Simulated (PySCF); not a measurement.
Cl6W, charge +1, doublet, at a GFN2-xTB geometry (such geometries of metal compounds can be far from the true shape) (the multiplicity is a formal guess) (core potentials on W), with bond 6-1 at 1.3 times its length. Base run: DF-B3LYP/def2-SVP in PySCF.

PySCF was given this input:
```python
from pyscf import gto, scf, dft

mol = gto.M(
    atom='''
W    -0.09587042   -0.05254295    0.20143651
Cl    1.91016523    0.84070503   -1.06707541
Cl    0.86905186    0.19837681    2.14553329
Cl   -0.29585744    0.04403604   -2.32480006
Cl   -2.10446551   -0.87546033    0.45023518
Cl   -1.01308300    2.68965015    0.07324593
Cl    0.83984273   -2.03577753   -0.18356266
''',
    basis='def2-svp',
    ecp={'W': 'def2-svp'},
    charge=1,
    spin=1,
    verbose=4,
)

mf = dft.UKS(mol)
mf.xc = 'b3lyp'
mf = mf.density_fit(auxbasis='def2-universal-jkfit')
mf.kernel()
mf.analyze()
```

The base run was repeated with changes; each row names its change, and settings that it needs were set with it.

```json
[
 {"change": "base", "ΔE vs base (µEh)": "0.0", "outcome": "converged"},
 {"change": "solver = newton; init_guess = 1e", "ΔE vs base (µEh)": "-", "outcome": "cut at the time limit"},
 {"change": "init_guess = mod_huckel", "ΔE vs base (µEh)": "-", "outcome": "not converged"},
 {"change": "diis_space = 4", "ΔE vs base (µEh)": "-", "outcome": "not converged"},
 {"change": "level_shift = 0.5 (with mf.max_cycle = 100)", "ΔE vs base (µEh)": "-", "outcome": "not converged"},
 {"change": "diis_space = 12", "ΔE vs base (µEh)": "-", "outcome": "not converged"},
 {"change": "diis = off; damp = 0.3 (with mf.diis_start_cycle = 200; with mf.max_cycle = 150)", "ΔE vs base (µEh)": "-", "outcome": "cut at the time limit"}
]
```

Open shells are given as the SCF converged; they aren't shown to be the lowest states, and a large step between rows can be another state.
